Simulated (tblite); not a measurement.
Compound: C4H9FSSi2.
Numbering: `[F:1][C@@H:2]1[CH2:3][CH:4]=[C:5]1[SiH2:6][S:7][SiH3:8]` (hydrogens: H9 on C2; H10, H11 on C3; H12 on C4; H13, H14 on Si6; H15, H16, H17 on Si8)

Geometry (GFN2-xTB, Å), atoms numbered from 1 in this order:
```
atom  x, y, z in Å
F1    -2.385   -2.055    0.457
C2    -2.074   -0.834    1.002
C3    -3.013    0.328    0.603
C4    -1.778    0.963    0.034
C5    -0.966   -0.065    0.315
Si6    0.810   -0.525    0.007
S7     1.704    1.273   -0.767
Si8    3.724    0.677   -1.158
H9    -1.946   -0.994    2.076
H10   -3.503    0.850    1.424
H11   -3.755    0.037   -0.139
H12   -1.614    1.920   -0.424
H13    1.483   -0.887    1.254
H14    0.945   -1.586   -0.986
H15    3.707   -0.406   -2.133
H16    4.335    1.891   -1.668
H17    4.318    0.224    0.093
```

Level: GFN2-xTB in tblite, geometry and Hessian alike; calculated harmonic values, unscaled, isolated species. Errors from tens to a few hundred cm⁻¹ against measured bands are possible. Modes of hydrogen on silicon can be 10 to 20 % off. One conformer, not necessarily the lowest.

Harmonic wavenumbers (cm⁻¹): 25.4, 29.6, 57.0, 77.4, 117.5, 135.1, 172.2, 236.1, 395.9, 452.3, 472.9, 508.8, 520.7, 526.8, 544.8, 570.5, 584.5, 697.3, 750.2, 755.5, 763.0, 769.8, 793.7, 839.5, 935.6, 976.7, 1003.9, 1057.1, 1086.5, 1134.6, 1179.3, 1193.4, 1239.8, 1292.0, 1435.5, 1647.1, 2255.8, 2287.8, 2303.6, 2315.5, 2373.6, 2936.6, 2989.8, 3008.6, 3138.2.

A = 3461, B = 487.0, C = 438.8 MHz; mass 163.995 u (most abundant isotopes); point group C1, symmetry number 1.

**Question.** Zero-point energy?

**Answer.** Half the sum of the wavenumbers: 24294 cm⁻¹ = 290.62 kJ/mol.

**Question.** Give the ideal-gas entropy at 273.15 K and 1 bar in the rigid-rotor, harmonic-oscillator model (classical rotation).

**Answer.** Translation 170.64, rotation 126.32, vibration 151.08: S = 448.0 J/(mol K).

**Question.** And Cp and H(273.15 K) − H(0)?

**Answer.** Cp = 166.59 J/(mol K), of which vibrations give 133.33 (their classical limit is 45 R = 374.2); H(273.15 K) − H(0) = 28.55 kJ/mol without the zero-point energy, 19.47 from vibrations.

**Question.** What must be added to the electronic energy to get the Gibbs energy at 273.15 K and 1 bar?

**Answer.** ZPE + [H(273.15 K) − H(0)] − T·S = 290.62 + 28.55 − 122.38 = 196.79 kJ/mol.

**Question.** Which modes carry the vibrational entropy at 273.15 K?

**Answer.** 25.4 cm⁻¹: 25.05; 29.6 cm⁻¹: 23.77; 57.0 cm⁻¹: 18.35; 77.4 cm⁻¹: 15.83; 117.5 cm⁻¹: 12.44; 135.1 cm⁻¹: 11.32 J/(mol K); the other 39 give 44.33 together.

Hindered rotation and anharmonicity are outside this model. Other conformers, if any are populated, would add a mixing term that is left out. The structure is chiral; the term R ln 2 for an equal mix with its mirror image is left out.
